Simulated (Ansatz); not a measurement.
Mulliken charges of `CO[SiH](F)S` from PBE/def2-TZVPP in Ansatz (PBE0-D4/def2-TZVP geometry).

```csv
atom,x (Å),y (Å),z (Å),charge (e)
C1,-0.479,-1.545,0.284,-0.151
O2,0.438,-0.473,0.171,-0.291
Si3,0.011,1.088,0.047,0.606
F4,-1.065,1.211,-1.127,-0.273
S5,1.743,2.226,-0.344,-0.243
H6,0.094,-2.471,0.338,0.111
H7,-1.083,-1.455,1.193,0.099
H8,-1.145,-1.590,-0.582,0.110
H9,-0.640,1.623,1.260,-0.090
H10,2.209,1.335,-1.237,0.123
```

Q: By hand: the dipole of these point charges (1 e Å = 4.8032 D).

A: Σ q r = (-0.075, -0.416, 0.153) e Å, of length 0.450 e Å = 2.16 D.

Q: How does the dipole of the full density compare? (An estimate is asked.)

A: The calculation gave: (-0.051, -0.340, 0.085) e Å, 1.70 D; the point charges give 1.27 times that, at 6° from its direction.

Point charges leave out the atoms' own dipoles, such as those of lone pairs, and Mulliken's split depends on the basis, so the two needn't agree.
